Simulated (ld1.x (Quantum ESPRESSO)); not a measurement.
# How hard is this calcium (Ca) TM potential?

Ca, norm-conserving Troullier–Martins (Kleinman–Bylander form), made with ld1.x (Quantum ESPRESSO) 7.5 (Wu–Cohen, scalar-relativistic). Core [Ne], reference 3s2 3p6 3d0 4s1 4p1. Waves: 3s (bound): rc 1.85 bohr; 3p (bound): rc 1.85 bohr; 3d (bound, empty): rc 2.35 bohr. Local part: the d channel. Core correction: a·sin(br)/r model core, default radius (core density twice the valence density).

Occupied shells without a wave of their own: 4p, 4s. They enter only through the test configuration that unscreens the potential, and ld1.x also counts them in the model core charge.

The pseudo-atom Hamiltonian at the reference potential is diagonalised in spherical Bessel functions j_l(qr) that vanish at 20 bohr, with q² up to the cutoff. All-electron valence levels (Ry): 3s -3.5558, 4s -0.3226, 3p -2.1570, 4p -0.1417, 3d -0.2231.

How do the lowest levels (Ry) of each channel move with the cutoff, and are there ghosts?

| cutoff (Ry) | s #1 | s #2 | s #3 | p #1 | p #2 | p #3 | d #1 | d #2 | f #1 | Σ f·Δε (mRy) |
| --- | --- | --- | --- | --- | --- | --- | --- | --- | --- | --- |
| 8 | -3.5308 | -0.3140 | -0.0160 | -1.6006 | -0.1064 | 0.0330 | -0.0163 | 0.0655 | 0.0805 | 3445.9 |
| 15 | -3.5406 | -0.3293 | -0.0193 | -2.0694 | -0.1290 | 0.0265 | -0.0610 | 0.0443 | 0.0805 | 575.8 |
| 25 | -3.5532 | -0.3385 | -0.0218 | -2.1519 | -0.1350 | 0.0249 | -0.1849 | 0.0266 | 0.0805 | 40.5 |
| 35 | -3.5551 | -0.3412 | -0.0226 | -2.1568 | -0.1361 | 0.0246 | -0.2207 | 0.0242 | 0.0805 | 3.3 |
| 50 | -3.5556 | -0.3415 | -0.0227 | -2.1569 | -0.1361 | 0.0246 | -0.2230 | 0.0240 | 0.0805 | 1.3 |
| 70 | -3.5558 | -0.3415 | -0.0227 | -2.1570 | -0.1361 | 0.0246 | -0.2230 | 0.0240 | 0.0805 | 0.1 |
| 400 | -3.5558 | -0.3415 | -0.0227 | -2.1571 | -0.1361 | 0.0246 | -0.2231 | 0.0240 | 0.0805 | 0.0 |

Result: no extra level below or beside the all-electron valence levels (s, p, d, f tested); 10 mRy is reached at 30 Ry and 1 mRy at 55 Ry.

ld1.x takes every shell without a wave as core, so the model core holds the 4p, 4s electrons as well and exchange and correlation see them twice. This cancels in the reference configuration, but the file is broken for other ones, and its errors say nothing about a proper core correction. Its largest configuration-test error is -1142 meV.
